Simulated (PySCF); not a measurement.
## Correlation energy of C⁺ (carbon, charge +1)

[He] 2s1 2p1 3d1, one real determinant (an excited configuration). All numbers are calculated (PySCF 2.14, scalar relativity by spin-free X2C-1e, in x2c-QZVPPall with one added diffuse shell each of s, p, d, f type (8s5p4d3f1g, 73 functions)). Frozen: 1s2; 3 electrons correlated.

MP2 pair energies summed by pair of shells (mhartree):

```tsv
pair	energy	share (%)
2s-2p	-3.63	45.3
2s-3d	-2.76	34.4
2p-3d	-1.63	20.3
```

Total MP2 correlation energy: -8.03 mhartree.

Same-spin part -8.03 and opposite-spin part 0.00 mhartree; SCS-MP2 scales them by 1/3 and 6/5 to -2.68 mhartree.

The reference is one real determinant that mixes LS terms of this configuration.
